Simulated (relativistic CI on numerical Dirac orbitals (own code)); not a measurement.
## Cubic crystal-field splitting of Lu4+ by operator equivalents

Problem. Lu4+ (4f13) sits in a cubic field with the Wybourne parameters B⁴₀ = -3150 and B⁶₀ = 550 cm⁻¹. Find the levels of its ground J multiplet, neglecting the mixing with the other J.

Working.
1. One f hole has the ground level ²F7/2 with g_J = 8/7 and the Stevens factors β = −2/1155 and γ = 4/27027.
2. Stevens form: B₄ = β B⁴₀/8 = 0.6818 and B₆ = γ B⁶₀/16 = 0.00509 cm⁻¹, in H = B₄(O₄⁰ + 5O₄⁴) + B₆(O₆⁰ − 21O₆⁴).
3. For J = 7/2 the eigenvalues are E(Γ6) = 840B₄ − 25200B₆ = 444.5, E(Γ7) = −1080B₄ − 15120B₆ = -813.3 and E(Γ8) = 120B₄ + 20160B₆ = 184.4 cm⁻¹.
4. Order and energies above the lowest: Γ7 0.0, Γ8 997.7, Γ6 1257.8 cm⁻¹. A Γ7 ground doublet has the isotropic |g| = 3.429.

Check. Diagonalising spin-orbit coupling (free-ion gap 11642 cm⁻¹, from a Dirac-Coulomb-Breit calculation) and field together in all 14 states gives Γ7 0.0, Γ8 1040.3, Γ6 1303.7 cm⁻¹, with |g| = 3.493. The other multiplet starts at 11947 cm⁻¹; the differences from the hand values come from J mixing and grow with the ratio of the field to that gap.
